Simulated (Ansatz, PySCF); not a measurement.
Here is a job for Ansatz (an electronic-structure program).
Ansatz 0.2 input:
```yaml
crystal:
  periodic: [false, false, false]
  atoms:
    - {symbol: C, position_ang: [-1.07799219, 0.02838501, 0.00627118]}
    - {symbol: C, position_ang: [0.34217185, -0.47008600, 0.13522217]}
    - {symbol: N, position_ang: [1.23983392, 0.32551057, -0.11379751]}
    - {symbol: H, position_ang: [-1.55551587, -0.60779227, -0.73783391]}
    - {symbol: H, position_ang: [-1.53194100, -0.09395255, 0.98882234]}
    - {symbol: H, position_ang: [-1.17645856, 1.07337678, -0.30336599]}
basis:
  gaussian:
    orbitals: STO-3G
hamiltonian:
  xc: cam_b3lyp
magnetization: {spin_polarized: true, initial_magnetization: 2}
accuracy: high
```

Task: Convert this to an input for PySCF.

Result: Several could match; the one computed here: 
```python
from pyscf import gto, scf, dft

mol = gto.Mole()
mol.atom = '''
    C    -1.07799219    0.02838501    0.00627118
    C     0.34217185   -0.47008600    0.13522217
    N     1.23983392    0.32551057   -0.11379751
    H    -1.55551587   -0.60779227   -0.73783391
    H    -1.53194100   -0.09395255    0.98882234
    H    -1.17645856    1.07337678   -0.30336599
'''
mol.basis = 'sto-3g'
mol.spin = 2
mol.verbose = 4
mol.build()

mf = dft.UKS(mol)
mf.xc = 'camb3lyp'
mf.grids.atom_grid = (99, 590)
mf.grids.prune = None
mf.kernel()
```

Both were run: Ansatz gave -130.805397 Eh and PySCF -130.805397 Eh, 0.000 mEh apart.
